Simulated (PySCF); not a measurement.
# Computed spin Hamiltonian

Species: C2H2F4NSi (doublet state).
Structure used (GFN2-xTB), in Å, numbered top down from 1:
```
atom  x, y, z in Å
F1     2.487    0.880    1.038
Si2    2.125   -0.099   -0.172
N3     0.399   -0.016   -0.182
C4    -0.671   -0.591   -0.207
C5    -2.033    0.027   -0.261
F6    -2.783   -0.379    0.768
F7    -2.043    1.375   -0.236
F8    -2.665   -0.335   -1.386
H9     2.688   -1.389    0.179
H10    2.506    0.533   -1.417
```

The hyperfine couplings belong to this conformer and change with its torsions.

As a line formula: `F[SiH2]/N=[C]/C(F)(F)F` [radical].

Computed, not measured: UKS B3LYP, pcH-1 on C F H N Si, non-relativistic, mean-field spin-orbit, GIAO in PySCF. Geometry: GFN2-xTB, one conformer, isolated molecule. The geometry wasn't refined by DFT: couplings that depend on bond lengths, twists or pyramidal angles can differ widely from those at the functional's own minimum. No stability test was run, so a lower SCF solution isn't excluded.

| Quantity | Value |
| --- | --- |
| g1, g2, g3 | 1.99860, 2.00214, 2.00370 |
| g_iso | 2.00148 |
| Form of g | rhombic: the two nearest values differ by 31 % of g3 − g1 |
| ⟨S²⟩ | 0.7529 (exact 0.7500) |
| HOMO–LUMO gap, α and β orbitals | 4.09, 6.85 eV |
| Total energy | -821.06698 Eh |

Isotropic coupling and dipolar principal values T1 to T3, in mT (MHz turned into mT with g_iso):

| atom | isotope | a_iso | of which spin–orbit | T1 | T2 | T3 | Mulliken spin population |
| --- | --- | --- | --- | --- | --- | --- | --- |
| F1 | 19F | 0.67 | 0.00 | -0.15 | -0.11 | 0.26 | 0.00 |
| Si2 | 29Si | -0.79 | 0.00 | -0.37 | 0.15 | 0.22 | 0.03 |
| N3 | 14N | 0.15 | 0.00 | -0.68 | -0.54 | 1.21 | 0.26 |
| C4 | 13C | 11.15 | -0.01 | -1.79 | -1.61 | 3.40 | 0.62 |
| C5 | 13C | 6.03 | 0.00 | -0.49 | -0.43 | 0.92 | 0.06 |
| F6 | 19F | -0.32 | 0.00 | -0.36 | -0.16 | 0.53 | 0.00 |
| F7 | 19F | 3.03 | 0.02 | -2.31 | -2.22 | 4.53 | 0.02 |
| F8 | 19F | -0.29 | 0.00 | -0.34 | -0.15 | 0.49 | 0.00 |
| H9 | 1H | 1.10 | 0.00 | -0.10 | -0.05 | 0.15 | 0.02 |
| H10 | 1H | -0.17 | 0.00 | -0.10 | -0.07 | 0.18 | 0.00 |

The Mulliken spin populations are largest on C4 (+0.62) and N3 (+0.26).

Axes: g1 points within 7° of the Si2–N3 bond.

Under fast tumbling the dipolar parts average out, and these isotropic splittings remain: 3 × 19F (F6/F7/F8, I = 1/2, 4 lines) with 0.81 mT, 1 × 19F (F1, I = 1/2, 2 lines) with 0.67 mT, 2 × 1H (H9/H10, I = 1/2, 3 lines) with 0.46 mT and 1 × 14N (N3, I = 1, 3 lines) with 0.15 mT.

Nuclei that the bonding pattern makes equivalent are averaged, as if the motion that swaps them (rotation, inversion, ring flip) were fast. The three 19F nuclei of mean +22.6 MHz run from -8.9 to 84.8 MHz in the frozen geometry. The 1H value of +13.0 MHz is a mean of couplings from -4.8 to 30.7 MHz in this one geometry, not an average over conformers.

The 29Si coupling of Si2 (-22.1 MHz) shows only in satellite lines or after enrichment, since that isotope makes up about 4.7 % of natural silicon.

The 13C coupling of C4 (312.4 MHz) shows only in satellite lines or after enrichment, since that isotope makes up about 1.07 % of natural carbon.
